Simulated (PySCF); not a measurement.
dibromo(difluoro)methane (CBr2F2), SMILES FC(F)(Br)Br.

Geometry: PBE0-D3(BJ)/def2-SVP.

Two levels are set side by side: TDA-PBE/def2-SVPD (PySCF) and TDA-M06-2X/def2-SVPD (PySCF). Vertical, same geometry. The lowest singlet is HOMO→LUMO 98 % with PBE and HOMO→LUMO 92 % with the other functional; states are paired by order. Differences are taken from unrounded values.

```tsv
quantity	TDA-M06-2X
lowest singlet excitation (eV)	5.41
lowest triplet excitation (TDA) (eV)	4.77
first bright state (f over 0.05) (eV)	8.07
its oscillator strength	0.23
```

Q: What does TDA-PBE give, and how far is it from TDA-M06-2X? (The exact figures need the calculation; the answer reports its results.)

A: 
```csv
quantity,TDA-PBE,TDA-PBE minus TDA-M06-2X
lowest singlet excitation (eV),4.85,-0.56
lowest triplet excitation (TDA) (eV),4.27,-0.49
first bright state (f over 0.05) (eV),7.37,-0.70
its oscillator strength,0.13,-0.09
```

A lower first singlet is the usual sign of a functional without exact exchange. Differences between two approximate levels are no errors against the true value.

Rough cost on one machine, each run with all the roots and properties that it gave: TDA-M06-2X against TDA-PBE about 6 times.
